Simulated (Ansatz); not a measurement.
Isomers of Re₂O₆⁻ (doublet), relaxed with PBE-D4/def2-SVPD; total energies from Ansatz at RPA@PBE/def2-TZVPD.

```json
{"isomer": "A", "description": "point group not assigned; 7 × O–Re 1.72 to 2.00 Å; 1 × O–O 1.47 Å", "energy (Eh)": "-607.66478"}
{"isomer": "B", "description": "point group not assigned; 7 × O–Re 1.71 to 1.98 Å; 1 × O–O 1.48 Å", "energy (Eh)": "-607.67354"}
{"isomer": "C", "description": "point group not assigned; 6 × O–Re 1.73 to 1.96 Å; 1 × O–O 1.32 Å", "energy (Eh)": "-607.61764"}
```

In the def2 sets Re takes a core potential; there is no spin–orbit coupling. Correlated methods freeze 6 core orbitals; core or outer-core shells of Re are correlated, in sets that lack core-valence functions.

The isomers come from a short search, and lower ones may exist.

**Question.** Work out the relative energies (1 Eh = 2625.5 kJ/mol) and the Boltzmann populations at 1200 K from electronic energies alone (R = 8.314 J/mol/K).

**Answer.** ΔE: A 23.0, B 0.0, C 146.8 kJ/mol. RT = 9.98 kJ/mol. Factors exp(−ΔE/RT): A 0.0998, B 1, C 4.09e-07; sum 1.100. Populations: A 9.1 %, B 90.9 %, C 0.0 %. Zero-point energy, vibrational entropy and symmetry numbers are left out and can shift these; an error of 4 kJ/mol changes a ratio by a factor of 1.5. Over the other density-functional and correlated levels in def2 sets, the gap between B and A ranges from 13 to 22 kJ/mol.
